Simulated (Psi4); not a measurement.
Job for Psi4: SAPT0/jun-cc-pV(D+d)Z on C2H4O2 (a complex), monomers drawn apart or pushed together.

```
memory 2025 MB

molecule dimer {
0 1
C     0.00378860   -0.05332310    0.07245600
H     0.09211875   -0.01137116   -1.01206274
H    -1.04859502   -0.11948608    0.34600015
H     0.52965188   -0.93188648    0.44388972
H     0.43876912    0.84734216    0.50382329
--
0 1
O    -0.33413797   -0.96611257    4.85581989
C    -0.00876219    0.14672880    4.84421622
O     0.31655798    1.25978651    4.83593757
units angstrom
symmetry c1
no_reorient
no_com
}

set {
  basis jun-cc-pV(D+d)Z
  scf_type df
  freeze_core true
}

energy('sapt0')
```

Output:

```
[...]
==> Input File <==

--------------------------------------------------------------------------
memory 2025 MB

molecule dimer {
0 1
C     0.00378860   -0.05332310    0.07245600
H     0.09211875   -0.01137116   -1.01206274
H    -1.04859502   -0.11948608    0.34600015
H     0.52965188   -0.93188648    0.44388972
H     0.43876912    0.84734216    0.50382329
--
0 1
O    -0.33413797   -0.96611257    4.85581989
C    -0.00876219    0.14672880    4.84421622
O     0.31655798    1.25978651    4.83593757
units angstrom
symmetry c1
no_reorient
no_com
}

set {
  basis jun-cc-pV(D+d)Z
  scf_type df
  freeze_core true
}

energy('sapt0')
--------------------------------------------------------------------------


   => Loading Basis Set <=

    Name: JUN-CC-PV(D+D)Z
    Role: ORBITAL
    Keyword: BASIS
    atoms 1, 7 entry C          line   188 file jun-cc-pv_dpd_z.gbs
    atoms 2-5  entry H          line    60 file jun-cc-pv_dpd_z.gbs
    atoms 6, 8 entry O          line   256 file jun-cc-pv_dpd_z.gbs

   => Loading Basis Set <=

    Name: JUN-CC-PV(D+D)Z
    Role: ORBITAL
    Keyword: BASIS
    atoms 1, 7 entry C          line   188 file jun-cc-pv_dpd_z.gbs
    atoms 2-5  entry H          line    60 file jun-cc-pv_dpd_z.gbs
    atoms 6, 8 entry O          line   256 file jun-cc-pv_dpd_z.gbs


  //>>>>>>>>>>>>>>>>>>>>>>>>>>>>>>>>>>>//
  //              Dimer HF             //
  //<<<<<<<<<<<<<<<<<<<<<<<<<<<<<<<<<<<//

   => Libint2 <=

    Primary   basis highest AM E, G, H:  7, 6, 3
    Auxiliary basis highest AM E, G, H:  7, 7, 4
    Onebody   basis highest AM E, G, H:  -, -, -
    Solid Harmonics ordering:            Gaussian


   => Loading Basis Set <=

    Name: JUN-CC-PV(D+D)Z
    Role: ORBITAL
    Keyword: BASIS
    atoms 1, 7 entry C          line   188 file jun-cc-pv_dpd_z.gbs
    atoms 2-5  entry H          line    60 file jun-cc-pv_dpd_z.gbs
    atoms 6, 8 entry O          line   256 file jun-cc-pv_dpd_z.gbs


         ---------------------------------------------------------
                                   SCF
               by Justin Turney, Rob Parrish, Andy Simmonett
                          and Daniel G. A. Smith
                              RHF Reference
                        1 Threads,   1931 MiB Core
         ---------------------------------------------------------

  ==> Geometry <==

    Molecular point group: c1
    Full point group: C1

    Geometry (in Angstrom), charge = 0, multiplicity = 1:

       Center              X                  Y                   Z               Mass
    ------------   -----------------  -----------------  -----------------  -----------------
         C            0.003788600000    -0.053323100000     0.072456000000    12.000000000000
         H            0.092118750000    -0.011371160000    -1.012062740000     1.007825032230
         H           -1.048595020000    -0.119486080000     0.346000150000     1.007825032230
         H            0.529651880000    -0.931886480000     0.443889720000     1.007825032230
         H            0.438769120000     0.847342160000     0.503823290000     1.007825032230
         O           -0.334137970000    -0.966112570000     4.855819890000    15.994914619570
         C           -0.008762190000     0.146728800000     4.844216220000    12.000000000000
         O            0.316557980000     1.259786510000     4.835937570000    15.994914619570

  Running in c1 symmetry.

  Rotational constants: A =      0.36456  B =      0.01626  C =      0.01561 [cm^-1]
  Rotational constants: A =  10929.27664  B =    487.33132  C =    467.90973 [MHz]
  Nuclear repulsion =   95.680479255212177

  Charge       = 0
  Multiplicity = 1
  Electrons    = 32
  Nalpha       = 16
  Nbeta        = 16

  ==> Algorithm <==

  SCF Algorithm Type is DF.
  DIIS enabled.
  MOM disabled.
  Fractional occupation disabled.
  Guess Type is SAD.
  Energy threshold   = 1.00e-08
  Density threshold  = 1.00e-08
  Integral threshold = 1.00e-12

  ==> Primary Basis <==

  Basis Set: JUN-CC-PV(D+D)Z
    Blend: JUN-CC-PV(D+D)Z
    Number of shells: 44
    Number of basis functions: 92
    Number of Cartesian functions: 96
    Spherical Harmonics?: true
    Max angular momentum: 2

   => Loading Basis Set <=

    Name: (JUN-CC-PV(D+D)Z AUX)
    Role: JKFIT
    Keyword: DF_BASIS_SCF
    atoms 1, 7 entry C          line   146 file jun-cc-pvdz-jkfit.gbs
    atoms 2-5  entry H          line    70 file jun-cc-pvdz-jkfit.gbs
    atoms 6, 8 entry O          line   258 file jun-cc-pvdz-jkfit.gbs

  ==> Integral Setup <==

  DFHelper Memory: AOs need 0.026 GiB; user supplied 1.414 GiB.
  SCF_SUBTYPE=INCORE selected. In-core MEM_DF algorithm will be used.
  Using in-core AOs.

  ==> MemDFJK: Density-Fitted J/K Matrices <==

    J tasked:                   Yes
    K tasked:                   Yes
    wK tasked:                   No
    OpenMP threads:               1
    Algorithm:                 Core
    Schwarz Cutoff:           1E-12
    Mask sparsity (%):      10.6569
 
[...]
 77A      3.002289
      78A      3.004814    79A      3.004957    80A      3.005984
      81A      3.113421    82A      3.113434    83A      3.228898
      84A      3.545169    85A      3.907174    86A      3.908939
      87A      3.958205    88A      4.137330    89A      5.038603
      90A      5.041852    91A      5.044385    92A     18.431855

    Final Occupation by Irrep:
              A
    DOCC [    11 ]
    NA   [    11 ]
    NB   [    11 ]

  @DF-RHF Final Energy:  -187.65847564798517

   => Energetics <=

    Nuclear Repulsion Energy =             58.4134847179848151
    One-Electron Energy =                -372.3318474859207754
    Two-Electron Energy =                 126.2598871199507755
    Total Energy =                       -187.6584756479851706

Computation Completed


Properties will be evaluated at   0.000000,   0.000000,   0.000000 [a0]

Properties computed using the SCF density matrix


 Multipole Moments:

 ------------------------------------------------------------------------------------
     Multipole            Electronic (a.u.)      Nuclear  (a.u.)        Total (a.u.)
 ------------------------------------------------------------------------------------

 L = 1.  Multiply by 2.5417464519 to convert [e a0] to [Debye]
 Dipole X            :          0.3650686           -0.3651198           -0.0000512
 Dipole Y            :         -6.1039004            6.1033700           -0.0005304
 Dipole Z            :       -201.4466631          201.4435899           -0.0030733
 Magnitude           :                                                    0.0031191

 ------------------------------------------------------------------------------------

  Constructing Basis Sets for SAPT...

   => Loading Basis Set <=

    Name: (JUN-CC-PV(D+D)Z AUX)
    Role: RIFIT
    Keyword: DF_BASIS_SAPT
    atoms 1, 7 entry C          line   100 file jun-cc-pvdz-ri.gbs
    atoms 2-5  entry H          line    30 file jun-cc-pvdz-ri.gbs
    atoms 6, 8 entry O          line   188 file jun-cc-pvdz-ri.gbs

   => Loading Basis Set <=

    Name: (JUN-CC-PV(D+D)Z AUX)
    Role: JKFIT
    Keyword: DF_BASIS_ELST
    atoms 1, 7 entry C          line   146 file jun-cc-pvdz-jkfit.gbs
    atoms 2-5  entry H          line    70 file jun-cc-pvdz-jkfit.gbs
    atoms 6, 8 entry O          line   258 file jun-cc-pvdz-jkfit.gbs


  //>>>>>>>>>>>>>>>>>>>>>>>>>>>>>>>>>>>//
  //               SAPT0               //
  //<<<<<<<<<<<<<<<<<<<<<<<<<<<<<<<<<<<//



        SAPT0
    Ed Hohenstein
     6 June 2009

      Orbital Information
  --------------------------
    NSO        =        92
    NMO        =        92
    NRI        =       316
    NRI (Elst) =       408
    NOCC A     =         5
    NOCC B     =        11
    FOCC A     =         1
    FOCC B     =         3
    NVIR A     =        87
    NVIR B     =        81

    Elst10,r            =    -0.000075987153 [Eh]
    Exch10              =     0.000010258084 [Eh]
    Exch10 (S^2)        =     0.000010258023 [Eh]

    Maxiter = 50
    CPHF R converge = 1.000000E-08

    Iter     Energy [mEh]          dE [mEh]         Residual      Time [s]
       1      -0.00612658       0.006126577     3.540372e-04             0
       2      -0.00686602       0.000739444     9.419351e-05             0
       3      -0.00700038       0.000134359     2.077645e-05             0
       4      -0.00699743      -0.000002951     4.623729e-06             0
       5      -0.00698945      -0.000007978     6.460079e-07             0
       6      -0.00699031       0.000000862     8.334021e-08             0
       7      -0.00699026      -0.000000049     1.181540e-08             0
       8      -0.00699027       0.000000004     1.601837e-09             0

    CHF Iterations converged

    Maxiter = 50
    CPHF R converge = 1.000000E-08

    Iter     Energy [mEh]          dE [mEh]         Residual      Time [s]
       1      -0.00019970       0.000199704     8.990408e-05             0
       2      -0.00020653       0.000006830     3.009678e-05             1
       3      -0.00021759       0.000011056     8.947551e-06             1
       4      -0.00021817       0.000000577     3.155230e-06             1
       5      -0.00021779      -0.000000374     1.223452e-06             1
       6      -0.00021757      -0.000000221     3.105936e-07             1
       7      -0.00021764       0.000000068     8.685731e-08             1
       8      -0.00021764       0.000000004     2.079329e-08             1
       9      -0.00021764      -0.000000004     4.736428e-09             1

    CHF Iterations converged

    Ind20,r (A<-B)      =    -0.000006990267 [Eh]
    Ind20,r (B<-A)      =    -0.000000217640 [Eh]
    Ind20,r             =    -0.000007207907 [Eh]
    Exch-Ind20,r (A<-B) =     0.000001744359 [Eh]
    Exch-Ind20,r (B<-A) =     0.000000111010 [Eh]
    Exch-Ind20,r        =     0.000001855369 [Eh]
    Disp20              =    -0.000167289510 [Eh]
    Disp20 (SS)         =    -0.000083644755 [Eh]
    Disp20 (OS)         =    -0.000083644755 [Eh]
    Exch-Disp20         =     0.000000798462 [Eh]
    Exch-Disp20 (SS)    =     0.000000475945 [Eh]
    Exch-Disp20 (OS)    =     0.000000322517 [Eh]

    SAPT Results
  --------------------------------------------------------------------------------------------------------
    Electrostatics                 -0.07598715 [mEh]      -0.04768266 [kcal/mol]      -0.19950424 [kJ/mol]
      Elst10,r                     -0.07598715 [mEh]      -0.04768266 [kcal/mol]      -0.19950424 [kJ/mol]

    Exchange                        0.01025808 [mEh]       0.00643704 [kcal/mol]       0.02693259 [kJ/mol]
      Exch10                        0.01025808 [mEh]       0.00643704 [kcal/mol]       0.02693259 [kJ/mol]
      Exch10(S^2)                   0.01025802 [mEh]       0.00643701 [kcal/mol]       0.02693244 [kJ/mol]

    Induction                      -0.00552197 [mEh]      -0.00346509 [kcal/mol]      -0.01449793 [kJ/mol]
      Ind20,r                      -0.00720791 [mEh]      -0.00452303 [kcal/mol]      -0.01892436 [kJ/mol]
      Exch-Ind20,r                  0.00185537 [mEh]       0.00116426 [kcal/mol]       0.00487127 [kJ/mol]
      delta HF,r (2)               -0.00016943 [mEh]      -0.00010632 [kcal/mol]      -0.00044484 [kJ/mol]

    Dispersion                     -0.16649105 [mEh]      -0.10447471 [kcal/mol]      -0.43712219 [kJ/mol]
      Disp20                       -0.16728951 [mEh]      -0.10497575 [kcal/mol]      -0.43921855 [kJ/mol]
      Exch-Disp20                   0.00079846 [mEh]       0.00050104 [kcal/mol]       0.00209636 [kJ/mol]
      Disp20 (SS)                  -0.08364476 [mEh]      -0.05248788 [kcal/mol]      -0.21960927 [kJ/mol]
      Disp20 (OS)                  -0.08364476 [mEh]      -0.05248788 [kcal/mol]      -0.21960927 [kJ/mol]
      Exch-Disp20 (SS)              0.00047595 [mEh]       0.00029866 [kcal/mol]       0.00124959 [kJ/mol]
      Exch-Disp20 (OS)              0.00032252 [mEh]       0.00020238 [kcal/mol]       0.00084677 [kJ/mol]

  Total HF                         -0.07125104 [mEh]      -0.04471070 [kcal/mol]      -0.18706958 [kJ/mol]
  Total SAPT0                      -0.23774209 [mEh]      -0.14918541 [kcal/mol]      -0.62419176 [kJ/mol]

  Special recipe for scaled SAPT0 (see Manual):
    Electrostatics sSAPT0          -0.07598715 [mEh]      -0.04768266 [kcal/mol]      -0.19950424 [kJ/mol]
    Exchange sSAPT0                 0.01025808 [mEh]       0.00643704 [kcal/mol]       0.02693259 [kJ/mol]
    Induction sSAPT0               -0.00552194 [mEh]      -0.00346507 [kcal/mol]      -0.01449784 [kJ/mol]
    Dispersion sSAPT0              -0.16649103 [mEh]      -0.10447470 [kcal/mol]      -0.43712215 [kJ/mol]
  Total sSAPT0                     -0.23774204 [mEh]      -0.14918538 [kcal/mol]      -0.62419164 [kJ/mol]
  --------------------------------------------------------------------------------------------------------



*** Psi4 exiting successfully. Buy a developer a beer!
```

The run finished.

Cost: about 8 core-seconds (a rough figure).
